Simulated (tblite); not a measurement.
Species: C₅H₇ClO₂Si.
Atom-mapped SMILES: `[O:1]=[C:2]=[C:3]([CH:4]=[O:5])[C@H:6]([SiH3:7])[CH2:8][Cl:9]` (hydrogens: H10 on C4; H11 on C6; H12, H13, H14 on Si7; H15, H16 on C8)

Geometry (GFN2-xTB, Å), atoms numbered from 1 in this order:
```
atom  x, y, z in Å
O1     2.267    0.375    2.544
C2     1.650    0.047    1.626
C3     0.907   -0.386    0.633
C4     1.312   -1.404   -0.283
O5     0.575   -1.809   -1.164
C6    -0.432    0.269    0.370
Si7   -1.531   -0.808   -0.805
C8    -0.221    1.626   -0.255
Cl9    0.754    2.692    0.814
H10    2.320   -1.821   -0.160
H11   -0.955    0.399    1.319
H12   -2.837   -0.149   -0.546
H13   -1.276   -0.555   -2.215
H14   -1.696   -2.153   -0.276
H15    0.326    1.555   -1.195
H16   -1.171    2.131   -0.418
```

Level: GFN2-xTB in tblite, geometry and Hessian alike; calculated harmonic values, unscaled, isolated species. Errors from tens to a few hundred cm⁻¹ against measured bands are possible. Modes of hydrogen on silicon can be 10 to 20 % off. One conformer, not necessarily the lowest.

Harmonic wavenumbers (cm⁻¹): 32.2, 88.7, 126.6, 142.0, 168.5, 188.2, 220.3, 279.6, 341.9, 366.1, 443.1, 529.4, 539.7, 576.4, 579.9, 592.3, 685.8, 711.1, 763.2, 825.7, 880.1, 897.4, 932.3, 960.0, 1062.7, 1131.0, 1168.9, 1225.8, 1238.9, 1291.1, 1312.1, 1421.2, 1437.5, 1656.5, 2102.3, 2238.6, 2319.4, 2346.0, 2865.8, 2965.0, 2989.5, 2998.3.

A = 1611, B = 910.9, C = 655.0 MHz; mass 161.990 u (most abundant isotopes); point group C1, symmetry number 1.

Q: What is the zero-point energy?

A: Half the sum of the wavenumbers: 22821 cm⁻¹ = 272.99 kJ/mol.

Q: Give the ideal-gas entropy at 500 K and 1 bar in the rigid-rotor, harmonic-oscillator model (classical rotation).

A: Translation 183.05, rotation 132.78, vibration 214.22: S = 530.0 J/(mol K).

Q: And Cp and H(500 K) − H(0)?

A: Cp = 229.09 J/(mol K), of which vibrations give 195.84 (their classical limit is 42 R = 349.2); H(500 K) − H(0) = 70.61 kJ/mol without the zero-point energy, 53.98 from vibrations.

Q: Which modes carry the vibrational entropy at 500 K?

A: 32.2 cm⁻¹: 28.10; 88.7 cm⁻¹: 19.69; 126.6 cm⁻¹: 16.76; 142.0 cm⁻¹: 15.81; 168.5 cm⁻¹: 14.41; 188.2 cm⁻¹: 13.51 J/(mol K); the other 36 give 105.94 together.

Q: How do the functions run with temperature in this model?

A: 
```tsv
T (K)	S (J/(mol K))	Cp (J/(mol K))	H − H(0) (kJ/mol)	G − H(0) (kJ/mol)	ln q(vib)
100	300.0	81.4	5.54	-24.46	1.87
200	370.3	125.8	15.93	-58.13	4.64
300	429.2	166.6	30.60	-98.16	7.41
800	651.2	285.2	148.58	-372.35	20.11
1000	717.5	308.5	208.09	-509.38	24.51
```

q(vib) and H(0) count from the zero-point level.

Hindered rotation and anharmonicity are outside this model. Other conformers, if any are populated, would add a mixing term that is left out. The structure is chiral; the term R ln 2 for an equal mix with its mirror image is left out.
